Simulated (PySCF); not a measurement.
PySCF 2.14 output of a UHF calculation on a single atom or ion in def2-SVP (5s3p2d1f, 31 functions), with no relativity, point nucleus:

```
SCF conv_tol = 1e-09
number electrons alpha = 13  beta = 9
cycle= 1 E= -942.529939936883  delta_E= -0.00296  |g|= 0.0178  |ddm|= 0.0387
cycle= 2 E= -942.530032792864  delta_E= -9.29e-05  |g|= 0.00361  |ddm|= 0.00744
cycle= 3 E= -942.530038128772  delta_E= -5.34e-06  |g|= 0.000466  |ddm|= 0.00307
cycle= 4 E= -942.530039009038  delta_E= -8.8e-07  |g|= 0.000349  |ddm|= 0.00203
cycle= 5 E= -942.530039681762  delta_E= -6.73e-07  |g|= 0.00032  |ddm|= 0.00173
cycle= 6 E= -942.530042086981  delta_E= -2.41e-06  |g|= 0.000203  |ddm|= 0.00808
cycle= 7 E= -942.530043451444  delta_E= -1.36e-06  |g|= 4.18e-05  |ddm|= 0.0109
cycle= 8 E= -942.530043471719  delta_E= -2.03e-08  |g|= 6.32e-06  |ddm|= 0.00137
cycle= 9 E= -942.530043471798  delta_E= -7.89e-11  |g|= 1.96e-06  |ddm|= 7.62e-05
converged SCF energy = -942.530043471798  <S^2> = 6.0008812  2S+1 = 5.0003524
```

The run itself started from symmetry-adapted Hartree-Fock orbitals and held the occupation by maximum overlap, so the iterations belong to that start.

Task: Which element, charge and spin multiplicity is this?

Result: V⁺ (vanadium, charge +1), multiplicity 5; the state was [Ar] 3d4, high-spin 5D determinant.
